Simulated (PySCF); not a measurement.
```xyz
7

N      2.1986    -0.0142     0.2254
Si     0.6171     0.0298     0.0880
C     -1.1089     0.4446     0.2055
C     -0.8673    -0.6552    -0.5705
H      2.7038     0.6667     0.7760
H     -2.0279     0.9511     0.4762
H     -1.5305    -1.3119    -1.1202
```

Charge 0, multiplicity 1.

Q: Give the Mulliken and meta-Löwdin atomic charges from PBE-D3(BJ)/def2-TZVP // B3LYP-D3(BJ)/def2-TZVP (PySCF 2.14.0).

A: 
```json
[
 {"atom": "N1", "Mulliken (e)": "-0.57", "meta-Löwdin (e)": "-0.74"},
 {"atom": "Si2", "Mulliken (e)": "0.28", "meta-Löwdin (e)": "0.87"},
 {"atom": "C3", "Mulliken (e)": "-0.10", "meta-Löwdin (e)": "-0.33"},
 {"atom": "C4", "Mulliken (e)": "-0.11", "meta-Löwdin (e)": "-0.32"},
 {"atom": "H5", "Mulliken (e)": "0.22", "meta-Löwdin (e)": "0.24"},
 {"atom": "H6", "Mulliken (e)": "0.14", "meta-Löwdin (e)": "0.14"},
 {"atom": "H7", "Mulliken (e)": "0.14", "meta-Löwdin (e)": "0.14"}
]
```
